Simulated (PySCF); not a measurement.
Species: `CO/C(=C/[SiH2]C)C#N`. The columns A, B, C and D hold Mulliken, IAO, Hirshfeld and ESP-fitted charges (e) of one PBE0/pcSseg-1 density (PySCF), in a shuffled order. Coordinates in Å (GFN2-xTB); the density's dipole moment is (-1.10, 4.88, 1.00) D.

| atom | x | y | z | A | B | C | D |
| --- | --- | --- | --- | --- | --- | --- | --- |
| C1 | -2.906 | 0.336 | 0.323 | -0.027 | -0.209 | -0.149 | -0.044 |
| O2 | -2.353 | -0.921 | 0.022 | -0.097 | -0.311 | -0.258 | -0.463 |
| C3 | -0.997 | -1.007 | -0.076 | +0.088 | +0.182 | +0.307 | +0.223 |
| C4 | -0.566 | -2.326 | -0.388 | +0.081 | +0.135 | +0.274 | +0.081 |
| N5 | -0.197 | -3.382 | -0.633 | -0.191 | -0.211 | -0.399 | -0.224 |
| C6 | -0.087 | -0.036 | 0.085 | -0.163 | -0.498 | -0.580 | -0.444 |
| Si7 | 1.767 | -0.304 | -0.102 | +0.341 | +0.781 | +0.677 | +0.708 |
| C8 | 2.538 | 1.431 | -0.111 | -0.212 | -0.716 | -0.640 | -0.637 |
| H9 | -3.984 | 0.191 | 0.328 | +0.063 | +0.173 | +0.137 | +0.142 |
| H10 | -2.579 | 0.691 | 1.307 | +0.049 | +0.141 | +0.104 | +0.118 |
| H11 | -2.642 | 1.080 | -0.436 | +0.048 | +0.140 | +0.104 | +0.118 |
| H12 | -0.438 | 0.956 | 0.331 | +0.044 | +0.160 | +0.222 | +0.133 |
| H13 | 2.272 | -1.075 | 1.039 | -0.078 | -0.122 | -0.138 | -0.065 |
| H14 | 2.060 | -0.994 | -1.361 | -0.076 | -0.116 | -0.128 | -0.065 |
| H15 | 2.164 | 2.030 | -0.936 | +0.043 | +0.156 | +0.155 | +0.138 |
| H16 | 3.616 | 1.374 | -0.213 | +0.045 | +0.160 | +0.156 | +0.144 |
| H17 | 2.325 | 1.968 | 0.810 | +0.043 | +0.154 | +0.156 | +0.137 |

Question: Which column most likely holds the ESP-fitted charges?

Answer: C. Σ q r misses the density's dipole by 0.04 D (C), 1.83 D (B), 2.13 D (A), 2.54 D (D). Charges fitted to the outside potential are the only set here that is tied to the molecule's multipoles.

Question: And the Hirshfeld charges?

Answer: A. The mean sizes are 0.099 e (A), 0.228 e (D), 0.257 e (B), 0.270 e (C), and Hirshfeld charges are commonly the smallest of these schemes.

As computed, A = Hirshfeld, B = IAO, C = ESP-fitted, D = Mulliken. Hydrogens on carbon: Hirshfeld +0.04 to +0.06, IAO +0.14 to +0.17, ESP-fitted +0.10 to +0.22, Mulliken +0.12 to +0.14 e.

The Mulliken scheme gives each basis function's population to the atom it is centred on and halves the overlap population of two atoms between them. The Hirshfeld scheme divides the density at each point in proportion to the densities of the neutral, spherically averaged free atoms.

The structure is a single GFN2-xTB conformer in the gas phase; no vibrational or solvent corrections.

These values come from a run that also computed NMR shieldings. On an Arm Neoverse N1 with one thread, no GPU (shared host), this took 55 s of wall time and 0.78 GiB of memory at its peak.

Conformer computed: `[CH3:1][O:2]/[C:3]([C:4]#[N:5])=[CH:6]/[SiH2:7][CH3:8]`: C1–O2–C3–C4 180°, C3–C6–Si7–C8 169°.
